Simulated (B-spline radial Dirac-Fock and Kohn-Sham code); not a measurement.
## X-ray form factors of bismuth in several charge states

Calculated with a radial atomic solver, using Dirac-Fock densities.

Configurations: Bi⁶⁶⁺ [Ne] 3s2 3p5; Bi⁶⁷⁺ [Ne] 3s2 3p4; Bi⁶⁸⁺ [Ne] 3s2 3p3. The first column is f₀ of Bi⁶⁶⁺, the others are differences from it.

```csv
s (Å⁻¹),Bi⁶⁶⁺,Δ Bi⁶⁷⁺,Δ Bi⁶⁸⁺
0,17.000,-1.000,-2.000
0.05,16.996,-0.999,-1.999
0.1,16.982,-0.998,-1.996
0.15,16.960,-0.995,-1.990
0.2,16.929,-0.991,-1.982
0.25,16.889,-0.986,-1.972
0.3,16.841,-0.980,-1.960
0.35,16.784,-0.973,-1.946
0.4,16.719,-0.964,-1.929
0.45,16.645,-0.955,-1.911
0.5,16.564,-0.945,-1.890
0.6,16.377,-0.921,-1.844
0.7,16.162,-0.894,-1.790
0.8,15.919,-0.864,-1.730
0.9,15.651,-0.831,-1.664
1,15.361,-0.795,-1.593
1.1,15.051,-0.757,-1.518
1.2,14.724,-0.718,-1.439
1.4,14.030,-0.635,-1.275
1.6,13.300,-0.550,-1.105
```
